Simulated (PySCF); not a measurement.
Compound: C3H5F3O2Si.
Structure used (GFN2-xTB), in Å, numbered top down from 1:
```xyz
14
C3H5F3O2Si angstrom
O      0.5648    2.1724    0.2744
C     -0.1164    1.2336   -0.0483
C      0.1600    0.2509   -1.0869
Si     1.3809   -1.1042   -0.3899
O      0.6185   -2.1622    0.5515
C     -1.4111    0.9371    0.7724
F     -1.7674    1.9459    1.5599
F     -2.4621    0.6443   -0.0084
F     -1.2278   -0.1415    1.5719
H      0.6846    0.7311   -1.9078
H     -0.7402   -0.2374   -1.4479
H      1.7590   -1.9212   -1.5303
H      2.4501   -0.3838    0.2888
H      0.1063   -1.9656    1.3336
```

Computed, not measured: TDDFT B3LYP/def2-SVPD, vertical, gas phase, core orbitals frozen in the response (PySCF 2.14.0, density-fitted response routines).

Computed states:

```json
{"state": "S1", "E (eV)": "4.30", "f": "0.0021"}
{"state": "S2", "E (eV)": "6.14", "f": "0.082"}
{"state": "S3", "E (eV)": "6.55", "f": "0.068"}
{"state": "S4", "E (eV)": "7.00", "f": "0.0022"}
{"state": "S5", "E (eV)": "7.52", "f": "0.0037"}
{"state": "S6", "E (eV)": "7.63", "f": "0.021"}
{"state": "S7", "E (eV)": "7.70", "f": "0.048"}
{"state": "S8", "E (eV)": "8.03", "f": "0.0059"}
```

Broadening: Gaussians 0.3 eV wide at half height, area fixed by f = 4.319×10⁻⁹ ∫ε dν̃. The cross-section is σ = 3.8235×10⁻²¹ ε cm², given in Mb (10⁻¹⁸ cm²). The width is an assumption, not a result. The curve ends short of the highest state used, and states not computed would add to its high-energy end.

Question: What does the envelope look like, and where are its maxima?

Answer: 
| λ (nm) | σ (Mb) |
| --- | --- |
| 167.0 | 4.61 |
| 170.6 | 0.44 |
| 174.2 | 0.51 |
| 177.8 | 0.83 |
| 181.4 | 2.36 |
| 185.0 | 11.96 |
| 188.6 | 23.19 |
| 192.3 | 18.00 |
| 195.9 | 14.15 |
| 199.5 | 24.27 |
| 203.1 | 27.30 |
| 206.7 | 15.42 |
| 210.3 | 4.59 |
| 213.9 | 0.77 |
| 217.6 | 0.07 |
| 221.2 | 0.00 |
| 224.8 | 0.00 |
| 228.4 | 0.00 |
| 232.0 | 0.00 |
| 235.6 | 0.00 |
| 239.2 | 0.00 |
| 242.9 | 0.00 |
| 246.5 | 0.00 |
| 250.1 | 0.00 |
| 253.7 | 0.00 |
| 257.3 | 0.00 |
| 260.9 | 0.00 |
| 264.5 | 0.01 |
| 268.1 | 0.03 |
| 271.8 | 0.08 |
| 275.4 | 0.20 |
| 279.0 | 0.37 |
| 282.6 | 0.56 |
| 286.2 | 0.70 |
| 289.8 | 0.72 |
| 293.4 | 0.62 |
| 297.1 | 0.45 |
| 300.7 | 0.29 |
| 304.3 | 0.16 |
| 307.9 | 0.08 |
| 311.5 | 0.03 |
| 315.1 | 0.01 |
| 318.7 | 0.00 |
| 322.4 | 0.00 |

Maxima: 289 nm (4.30 eV), ε about 190, made up of S1 (100%); 202 nm (6.14 eV), ε about 7400, made up of S2 (100%); 189 nm (6.55 eV), ε about 6200, made up of S3 (99%) (ε in L mol⁻¹ cm⁻¹; maxima over ε = 5, shares over 10%). At its high-energy end, 7.43 eV, the curve is still rising (ε about 1300, from S5, S6 and S7).

Question: What would ε be at 6.14 eV, the highest of these maxima, with half the width (0.15 eV)?

Answer: About 14800 L mol⁻¹ cm⁻¹ against 7410, a factor of about 1.99; a lone state at its own centre would give exactly 2.

Question: Coming from long wavelengths, where does ε first pass 100 L mol⁻¹ cm⁻¹?

Answer: At about 298 nm (4.15 eV), 0.14 eV below S1.

Question: On this curve, what absorbance would a 10⁻⁴ mol/L sample give at 280 nm over a 1 cm path?

Answer: 280 nm is 4.428 eV, where ε is about 110 L mol⁻¹ cm⁻¹, so A = ε c l ≈ 0.011 (Beer–Lambert, with the gas-phase spectrum and the assumed width).

One conformer stands for the species.
